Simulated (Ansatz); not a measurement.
`F[Si](F)([S])Cl` radical. Total charge 0; spin multiplicity 2.

```xyz
5

F     1.509   -0.525    0.391
Si    0.056   -0.090   -0.035
F    -0.345   -1.058   -1.212
S    -1.301   -0.144    1.554
Cl    0.081    1.816   -0.697
```

List the harmonic frequencies (cm⁻¹, unscaled) at PBE0-D4/def2-TZVP in Ansatz. (An estimate is asked.)

The calculation gave: 139, 157, 262, 291, 320, 507, 621, 916, 973.

Is this a minimum?

Yes, all 9 modes are real.

Give the ideal-gas thermochemistry at 298.15 K and 1 bar (rigid rotor, harmonic oscillator; point group Cs, symmetry number 1).

Zero-point energy 25.0 kJ/mol; H(298) − E = 43.0 kJ/mol; entropy 338.9 J/(mol·K), of which translation 169.9, rotation 116.7, vibration 46.5, electronic 5.8; G(298) − E = -58.1 kJ/mol.
